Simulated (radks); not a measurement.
Isoelectronic series with 13 electrons, each ion in its NIST ground configuration. All-electron calculation, scalar-relativistic Kohn-Sham, PBE, spin-polarised, spherical densities, point nucleus; open shells are filled with parallel spins first (spin-orbit coupling, left out, can overturn this in heavy ions). Program: a radial shooting solver on a logarithmic mesh with Libxc functionals. Total energies (hartree) and mean radii <r> (bohr) (* marks an orbital that is empty in some or all of the ions):

ion,configuration,E (hartree),3p down*,3p up,3s down,3s up
Al,[Ne] 3s2 3p1,-242.69177,3.471,3.402,2.535,2.549
S3+,[Ne] 3s2 3p1,-396.55850,1.668,1.658,1.521,1.519
K6+,[Ne] 3s2 3p1,-590.18003,1.156,1.152,1.112,1.110
Ti9+,[Ne] 3s2 3p1,-823.71416,0.8932,0.8911,0.8817,0.8802
Mn12+,[Ne] 3s2 3p1,-1097.44565,0.7299,0.7286,0.7317,0.7305
Ni15+,[Ne] 3s2 3p1,-1411.73503,0.6178,0.6169,0.6256,0.6246
Ga18+,[Ne] 3s2 3p1,-1767.00920,0.5358,0.5351,0.5462,0.5455
Se21+,[Ne] 3s2 3p1,-2163.76028,0.4730,0.4725,0.4846,0.4840
Rb24+,[Ne] 3s2 3p1,-2602.54750,0.4233,0.4229,0.4352,0.4347
Zr27+,[Ne] 3s2 3p1,-3084.00045,0.3830,0.3827,0.3946,0.3942
